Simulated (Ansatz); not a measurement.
Breaking a bond: SMILES C[Si](Cl)(Cl)Cl (CH₃Cl₃Si). The Si2–Cl8 bond (Si2 also carries C, Cl, Cl; Cl8 carries nothing else) is stretched with both fragments frozen at the PBE0/def2-TZVP optimised geometry.

- RKS-PBE = restricted PBE/cc-pVDZ (Ansatz, an electronic-structure program)
- UKS-PBE = unrestricted PBE/cc-pVDZ run with Ansatz
- RKS-B3LYP = restricted B3LYP/cc-pVDZ run with Ansatz
- UCCSD(T) = Ansatz with CCSD(T) on UHF/cc-pVDZ, frozen core

Energies relative to the lowest point of each curve near equilibrium, in eV; the last columns give the difference from UCCSD(T):

| R / Å | RKS-PBE | UKS-PBE | RKS-B3LYP | UCCSD(T) | RKS-PBE − UCCSD(T) | UKS-PBE − UCCSD(T) | RKS-B3LYP − UCCSD(T) |
|---|---|---|---|---|---|---|---|
| 1.67 | 2.946 | 2.946 | 2.932 | 2.980 | -0.034 | -0.034 | -0.047 |
| 1.79 | 1.214 | 1.214 | 1.202 | 1.202 | 0.012 | 0.012 | 0.000 |
| 1.93 | 0.273 | 0.273 | 0.265 | 0.250 | 0.024 | 0.024 | 0.016 |
| 1.96 | 0.172 | 0.172 | 0.165 | 0.150 | 0.022 | 0.022 | 0.015 |
| 2.04 | 0.023 | 0.023 | 0.020 | 0.012 | 0.011 | 0.011 | 0.008 |
| 2.09 | 0.000 | 0.000 | 0.000 | 0.000 | 0.000 | 0.000 | 0.000 |
| 2.19 | 0.071 | 0.071 | 0.077 | 0.099 | -0.027 | -0.027 | -0.021 |
| 2.29 | 0.247 | 0.247 | 0.261 | 0.308 | -0.061 | -0.061 | -0.047 |
| 2.49 | 0.759 | 0.759 | 0.789 | 0.892 | -0.133 | -0.133 | -0.103 |
| 2.72 | 1.423 | 1.423 | 1.476 | 1.638 | -0.214 | -0.214 | -0.161 |
| 3.01 | 2.200 | 2.200 | 2.286 | 2.539 | -0.338 | -0.338 | -0.253 |
| 3.31 | 2.862 | 2.862 | 2.986 | 3.338 | -0.476 | -0.476 | -0.352 |
| 3.75 | 3.574 | 3.551 | 3.760 | 4.075 | -0.501 | -0.524 | -0.315 |
| 4.25 | 4.091 | 3.932 | 4.349 | 4.324 | -0.233 | -0.391 | 0.025 |
| 4.96 | 4.484 | 4.164 | 4.828 | 4.387 | 0.096 | -0.224 | 0.441 |
| 5.92 | 4.699 | 4.272 | 5.116 | 4.397 | 0.301 | -0.126 | 0.719 |

RKS-PBE is furthest from UCCSD(T) at 3.75 (-0.501 eV, below); its mean absolute difference over the points is 0.155 eV.

UKS-PBE is furthest from UCCSD(T) at 3.75 (-0.524 eV, below); its mean absolute difference over the points is 0.164 eV.

RKS-B3LYP is furthest from UCCSD(T) at 5.92 (0.719 eV, above); its mean absolute difference over the points is 0.158 eV.

The restricted form behind RKS-PBE, RKS-B3LYP keeps the bonding electrons paired and can't separate into open-shell fragments. The unrestricted determinant behind UKS-PBE is spin-contaminated at 3.75 to 5.92 Å (<S²> up to 0.8, against 0.00 for a pure singlet). The unrestricted solution behind UCCSD(T) changes between 3.01 and 3.31 Å, which can leave a kink. The unrestricted determinant behind UCCSD(T) is spin-contaminated at 3.01 to 5.92 Å (<S²> up to 1.0, against 0.00 for a pure singlet).
